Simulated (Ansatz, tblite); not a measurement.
Cost and result up the ladder for La(NH2)3 (LaN₃H₆) (10 atoms). Charge 0, multiplicity 1. Geometry: r2SCAN-D4/def2-SVP.

```xyz
10

La   -0.1487    0.3666    0.1571
N     1.7300    1.1689   -0.9359
H     1.8045    1.4529   -1.9165
H     2.6841    1.2318   -0.5704
N     0.1791   -0.7881    2.1385
H    -0.4756   -1.4229    2.6035
H     1.0386   -0.8463    2.6916
N    -1.9604   -0.2513   -1.1476
H    -2.1088   -0.0572   -2.1417
H    -2.7428   -0.8542   -0.8786
```

Ansatz on 4 threads of Arm Neoverse V1 on a shared host; xTB runs through tblite on one thread. Times are rough, summed over both states, and most runs start from the orbitals of an earlier one. PBE0-D4/def2-TZVP serves as the yardstick here, not as an exact answer. The other state is a doublet.

In the def2 sets La takes a core potential; there is no spin–orbit coupling. The xTB rows come from tblite.

Raw xTB energies of ions are shifted by several eV.

```json
{"level": "GFN2-xTB", "functions": "27", "wall time": "0.009 s", "vertical IE (eV)": "11.98", "difference from PBE0-D4/def2-TZVP (eV)": "4.28"}
{"level": "GFN1-xTB", "functions": "33", "wall time": "0.018 s", "vertical IE (eV)": "12.15", "difference from PBE0-D4/def2-TZVP (eV)": "4.46"}
{"level": "PBE-D4/def2-TZVP", "functions": "169", "wall time": "4.5 s", "vertical IE (eV)": "7.27", "difference from PBE0-D4/def2-TZVP (eV)": "-0.42"}
{"level": "PBE0-D4/def2-TZVP", "functions": "169", "wall time": "5.4 s", "vertical IE (eV)": "7.69", "difference from PBE0-D4/def2-TZVP (eV)": "0.00"}
{"level": "r2SCAN-D4/def2-TZVP", "functions": "169", "wall time": "9.2 s", "vertical IE (eV)": "7.36", "difference from PBE0-D4/def2-TZVP (eV)": "-0.34"}
```
